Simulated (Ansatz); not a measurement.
A structure relaxed at PBE-D4/def2-SVP in Ansatz, charge 0, singlet:

Cartesian coordinates in Å:
```
C -0.6645 -1.0647 1.1550
C 0.3729 -0.4590 -1.0081
C 1.8405 -0.2682 -0.6138
Cl 0.0106 2.8417 1.0918
Cl -2.9915 1.4136 1.2735
Cl -1.6468 2.2028 -1.7178
N -0.5944 -0.1223 0.0440
Si -1.2455 1.4633 0.1697
H -0.8632 -2.0891 0.7689
H 0.2723 -1.1022 1.7565
H -1.4946 -0.7965 1.8359
H 0.1903 -1.5172 -1.3059
H 0.1407 0.1545 -1.9030
H 2.5074 -0.5500 -1.4536
H 2.0456 0.7890 -0.3497
H 2.1204 -0.8956 0.2567
```

**Question.** Give its formula, name or SMILES.

**Answer.** Si(NMeEt)Cl3 (C3H8Cl3NSi).

**Question.** Summarise the bond lengths by kind (pairs closer than 1.2 times the sum of covalent radii, bridged metal pairs left out).

**Answer.** 3 × Cl–Si 2.07 to 2.08 Å; 2 × C–N 1.46 to 1.47 Å; 1 × C–C 1.53 Å; 1 × N–Si 1.72 Å; 8 × C–H 1.11 Å.

Another isomer (singlet) lies 0.36 eV lower at PBE0-D4/def2-TZVP; other spin states weren't run for this one.
